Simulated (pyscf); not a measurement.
PySCF, gas phase, ωB97X-D3(BJ)/def2-SVP geometries.

What is the homolytic dissociation enthalpy (298 K, ωB97M-D3(BJ)/def2-TZVP) of the Al–C bond of H₃C–Al(CH₃)–CH₂–SiH₃ (SMILES [CH3][Al]([CH3])[CH2][SiH3]), to [H₃C–Al–CH₃]• + •H₂C–SiH₃?

Al–C to [H₃C–Al–CH₃]• + •H₂C–SiH₃: 85.4 kcal/mol. The 7 functionals that were run give +77.0 (r²SCAN) to +86.4 kcal/mol (ωB97X-D3(BJ)). The radicals are drawn with the spin at the cut bond; how far it spreads was not checked. •H₂C–SiH₃ lies 10.6 kcal/mol over its isomer H₃C–SiH₂•, and others may lie lower still (electronic energy, ωB97M-D3(BJ)). Other isomers of [H₃C–Al–CH₃]• were not searched in full and may lie lower.
